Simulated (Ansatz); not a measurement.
B2FH5OSi (`OBB(F)[SiH3]`) at its PBE0-D4/def2-TZVP geometry, where that method's forces vanish. Total charge 0; spin multiplicity 1.

```xyz
10

O    -2.1523   -0.0154   -0.9699
B    -1.0626   -0.7855   -0.7376
B    -0.1116   -0.4991    0.6489
F    -0.3125   -1.2115    1.7574
Si    1.4392    0.8435    0.6755
H    -2.6073   -0.2250   -1.7901
H    -0.7536   -1.6249   -1.5512
H     2.6458    0.1784    0.1008
H     1.7776    1.3149    2.0465
H     1.1373    2.0245   -0.1803
```

Q: What forces (eV/Å) does PBE-D4/def2-TZVPP give on these atoms in the Gaussian-basis code of Ansatz? (Best estimate.)

A: Computed: 
```
O1  -0.179  0.385  0.311
B2   0.352 -0.160  0.157
B3   0.020  0.212 -0.424
F4  -0.072 -0.293  0.474
Si5 -0.097 -0.053 -0.002
H6  -0.229 -0.106 -0.412
H7   0.042 -0.100 -0.097
H8   0.132 -0.060 -0.062
H9   0.049  0.053  0.145
H10 -0.018  0.121 -0.090
```
